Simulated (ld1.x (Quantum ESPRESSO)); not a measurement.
# Te, ultrasoft: configuration errors across variants

ld1.x (Quantum ESPRESSO) 7.5 input, shortened:

```
&input
   title='Te', zed=52., rel=1, dft='PBE', iswitch=3,
   config='[Kr] 4d10 5s1.5 5p4.5'
 /
 &inputp
   pseudotype=3, tm=.true., lloc=-1, rcloc=1.80,
   nlcc=.false.
 /
4
5S  1  0   1.50   0.00  1.20  1.60  0.0
5S  1  0   0.00   3.90  1.20  1.60  0.0
5P  2  1   4.50   0.00  1.70  1.85  0.0
5P  2  1   0.00   1.80  1.70  1.85  0.0
 &test
   configts(1)='5s1.5 5p4.5'
 /
```

All-electron excitation energies from the reference (eV): (1) 5s2 5p4 -4.603; (2) 5s2 5p3 5.126; (3) 5s2 5p2 23.051; (4) 5s2 5p3.5 -0.705; (5) 5s2 5p1 49.948; (6) 5s1 5p5 4.652; (7) 5s1 5p4 14.969.

8 further variants failed, have other tests or another functional or relativity, and are left out.

A true bound ghost makes a file unfit for plane-wave use even where its test errors are small: the radial tests pick states by their node count and pass the ghost by.

The file “base” misses its own reference levels by 2.6 eV. The file “core correction a·sin(br)/r model core inside 1.98 bohr” misses its own reference levels by 2.3 eV.

Errors AE − PS in meV (a dash: test not solved or not reliable):

```csv
change,(1),(2),(3),(4),(5),(6),(7),bound ghosts
base,+977,+146,-1195,+624,-3061,-959,-1883,not determined
"waves 5s (bound): rcut 1.20, rcutus 2.08 bohr; 5s channel at 3.9 Ry: rcut 1.20, rcutus 2.08 bohr",+7.9,+9.5,+0.6,+9.4,-24,+13,-0.3,d
"all radii scaled by about 1.14 (s 1.82, p 2.12 bohr, rcut 1.38/1.94); local potential all-electron potential smoothed inside 2.06 bohr (lloc = -1)",+4.2,+0.7,-16,+3.6,-40,+5.5,-2.4,none
core correction a·sin(br)/r model core inside 1.98 bohr,+845,-4.9,-1382,+484,-3324,-843,-1777,not determined
```

(1) Give the same row for: waves 5p (bound): rcut 1.70, rcutus 2.50 bohr; 5p channel at 1.8 Ry: rcut 1.70, rcutus 2.50 bohr.

Results:

(1) +966, +132, -1213, +611, -3080, -937, -1869; bound ghosts: not determined.
